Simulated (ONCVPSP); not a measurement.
**Sn, ONCV: configuration errors across variants**

```json
{
 "Element": "tin (Sn)",
 "Generator": "ONCVPSP 4.0.1",
 "Type": "optimised norm-conserving Vanderbilt (ONCV)",
 "Functional": "BLYP",
 "Relativity": "scalar-relativistic",
 "Frozen core": "[Kr]",
 "Valence charge": "14",
 "Reference configuration": "4d10 5s2 5p1 (charge +1)",
 "Partial waves": "5s: rc 1.80 bohr, ncon 4, nbas 7, qcut 3.6 1/bohr, 2 projectors, debl 1.4 Ha; 5p: rc 2.30 bohr, ncon 3, nbas 8, qcut 3.7 1/bohr, 3 projectors, debl 0.7 Ha; 4d: rc 1.10 bohr, ncon 4, nbas 8, qcut 9.3 1/bohr, 3 projectors, debl 3.6 Ha",
 "Local potential": "polynomial inside 0.90 bohr (lpopt 5, dvloc0 0 Ha)",
 "Core correction": "none"
}
```

All-electron excitation energies from the reference (eV): (1) 4d10 5s2 5p2 -6.801; (2) 4d10 5s2 5p0 13.980; (3) 4d10 5s1 5p3 0.218.

A true bound ghost makes a file unfit for plane-wave use even where its test errors are small: the radial tests pick states by their node count and pass the ghost by.

Errors AE − PS in meV (a dash: test not solved or not reliable):

```tsv
change	(1)	(2)	(3)	bound ghosts	GHOST(+) flags above zero
base	+2.1	+0.1	+0.5	s, p	s, p
p: debl 0.4	+2.1	+0.1	+0.5	s, p	s, p
p: debl 0.6	+2.1	+0.1	+0.5	s, p	s, p
p: debl 0.75	+2.1	+0.1	+0.5	s, p	s, p
p: debl 1.2	+2.1	+0.1	+0.5	s, p	s
p: debl 1.5	+2.1	+0.1	+0.5	s, p	s
p: debl 2.55	+2.2	-0.1	+0.7	s, p	s
p: debl 3.75	+2.3	-0.1	+0.6	s	s, p
```

(1) Give the same row for: p: debl 5.55.

## Answers

(1) +2.5, -0.1, +0.7; bound ghosts: s; GHOST(+) flags above zero: s, p.
